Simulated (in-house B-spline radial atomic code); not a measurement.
Whole-atom quantities along the 6-electron series, configuration [He] 2s2 2p2. Computed with a B-spline radial code for spherical atoms: non-relativistic Hartree-Fock, average of the configuration, point nuclei.

This level leaves out relativity, spin-orbit splitting included, which matters for heavy ions.

```tsv
ion	Z	E/Z² (Eh)	Σ<r²> (bohr²)	n(0)/Z³ (bohr⁻³)	Lamb diamagnetic shielding (ppm)	repulsion over attraction
Sm56+	62	-1.448	0.042143	0.70135	3243.49	0.01736
Eu57+	63	-1.4488	0.040765	0.70158	3296.74	0.017088
Gd58+	64	-1.4496	0.039453	0.70181	3349.99	0.016825
Tb59+	65	-1.4504	0.038203	0.70202	3403.25	0.016569
Dy60+	66	?	?	?	?	?
Ho61+	67	-1.4518	0.035876	0.70244	3509.75	0.016081
Er62+	68	?	?	?	?	?
Tm63+	69	-1.4532	0.033755	0.70283	3616.25	0.015621
Yb64+	70	-1.4539	0.032764	0.70302	3669.5	0.0154
Lu65+	71	-1.4545	0.031816	0.7032	3722.75	0.015186
Hf66+	72	-1.4551	0.030909	0.70338	3776.01	0.014978
Ta67+	73	-1.4558	0.03004	0.70355	3829.26	0.014775
W68+	74	-1.4563	0.029208	0.70372	3882.51	0.014577
Re69+	75	-1.4569	0.028409	0.70388	3935.76	0.014385
Os70+	76	-1.4575	0.027643	0.70404	3989.01	0.014198
Ir71+	77	?	?	?	?	?
Pt72+	78	-1.4586	0.0262	0.70435	4095.51	0.013838
Au73+	79	-1.4591	0.025521	0.7045	4148.77	0.013665
```

**Question.** Fill in the row of Dy60+.

**Answer.** E/Z² (Eh): -1.4511; Σ<r²> (bohr²): 0.037012; n(0)/Z³ (bohr⁻³): 0.70224; Lamb diamagnetic shielding (ppm): 3456.5; repulsion over attraction: 0.016321.

**Question.** Fill in the row of Er62+.

**Answer.** E/Z² (Eh): -1.4525; Σ<r²> (bohr²): 0.034791; n(0)/Z³ (bohr⁻³): 0.70264; Lamb diamagnetic shielding (ppm): 3563; repulsion over attraction: 0.015847.

**Question.** Fill in the row of Ir71+.

**Answer.** E/Z² (Eh): -1.458; Σ<r²> (bohr²): 0.026907; n(0)/Z³ (bohr⁻³): 0.7042; Lamb diamagnetic shielding (ppm): 4042.26; repulsion over attraction: 0.014016.

**Question.** With what power of Z does the column «Σ<r²> (bohr²)» change over this range?

**Answer.** A fit of the logarithm of its size against log Z from Z = 62 to 79 has slope -2.07. Unscreened non-relativistic hydrogenic orbitals would give -2.
